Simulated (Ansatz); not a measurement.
CH6GeNO (`C[O][GeH][NH2]`) radical. The species carries charge 0 and has multiplicity 2.

```xyz
10

C    -0.6540    0.9522    1.4268
O    -0.3309    0.6873    0.0844
Ge   -0.1268   -0.9893   -0.4907
N     0.9493   -0.7072   -1.9562
H    -1.4993    1.6456    1.4707
H    -0.9294    0.0518    1.9913
H     0.2006    1.4154    1.9324
H     0.6850   -1.7764    0.6032
H     0.9567   -1.4500   -2.6420
H     0.7488    0.1705   -2.4198
```

(1) What are the harmonic wavenumbers in cm⁻¹ at PBE0-D4/def2-TZVP (Ansatz, finite differences of forces, unscaled)? (Best estimate.)

(2) Is this a minimum?

## Answers

(1) Computed: 95i, 53, 133, 190, 276, 553, 608, 630, 643, 702, 859, 1123, 1173, 1208, 1478, 1483, 1501, 1565, 1933, 3001, 3065, 3087, 3549, 3650.

(2) No: 1 imaginary mode, so it is a saddle point.
